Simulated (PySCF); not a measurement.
**Radial density of Co (cobalt, neutral)**

UHF, [Ar] 3d7 4s2, high-spin 4F determinant. Calculation: PySCF 2.14, in pcseg-2 (6s4p3d2f1g, 56 functions); the non-relativistic Hamiltonian (point nucleus).

```csv
r (bohr),4πr²ρ (e/bohr),4πr²(ρα − ρβ)
0.00110,0.1926,0.0000
0.00185,0.5236,0.0000
0.00312,1.383,0.0001
0.00525,3.489,0.0002
0.00883,8.136,0.0005
0.0148,16.65,0.0011
0.0250,27.47,0.0018
0.0420,32.37,0.0028
0.0707,26.74,0.0093
0.119,29.28,0.0588
0.200,35.81,0.3490
0.336,17.91,1.4348
0.566,17.57,2.9297
0.951,13.00,2.3486
1.60,3.065,0.7592
2.69,0.9482,0.0833
4.53,0.2616,-0.0220
7.61,0.01027,-0.0015
```

**Question.** Where is the radial spin density 4πr²(ρα − ρβ) most negative, and why is it negative at all?

**Answer.** Around r = 4.53 bohr, down to -0.0220 e/bohr: exchange with the open shell polarises the paired shells in an unrestricted calculation.
